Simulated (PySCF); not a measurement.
A geometry optimisation on `P[BH][SbH2]`.

Method: PBE0-D3(BJ)/def2-SVP geometry optimisation, gas phase, def2 core potentials past Kr (PySCF 2.14.0). Start geometry: GFN2-xTB. The input is one job of a driver script: a line of settings, then coordinates in Å.

Input:
```
{"job": {"xc": "PBE0", "basis": "def2-SVP", "d3": "d3bj", "grid": 1, "maxiter": 30, "shake": 0.01, "kind": "geom"}, "charge": 0, "multiplicity": 1}
P     -1.715750    -0.288930    -0.275420
B     -0.122850    -0.483930     0.571620
Sb     1.688740    -0.620840    -0.616650
H     -2.435340     0.440610     0.652620
H     -1.503200     0.806480    -1.122990
H     -0.119000    -0.863270     1.673280
H      2.725930     0.146710     0.504910
H      1.536600     0.844040    -1.439840
```

**Question.** What does the run print?

**Answer.** 
```
step   0  E = -609.12756240  max force = 0.020393
step   1  E = -609.13323415  max force = 0.005385
step   2  E = -609.13353243  max force = 0.001332
step   3  E = -609.13358578  max force = 0.001212
step   4  E = -609.13361593  max force = 0.000675
step   5  E = -609.13362924  max force = 0.000219
optimisation converged
```

Energies in Eh; «max force» is the largest Cartesian gradient component in Eh/bohr.

**Question.** Give the first gradient maximum in eV/Å.

**Answer.** With 1 Eh/bohr = 51.422 eV/Å, 1.049 eV/Å.

**Question.** How much energy does the optimisation release, in kJ/mol?

**Answer.** E(step 0) − E(last step) = 0.006067 Eh, which is 15.9 kJ/mol.

Main results: final energy -609.13363 Eh after 5 steps; dipole 0.97 D.

On AMD EPYC 9B14, one thread, shared host, this took 14 s wall and 0.37 GiB of memory at its peak.
Labels such as C1 count atoms from 1, the log's own numbers from 0.
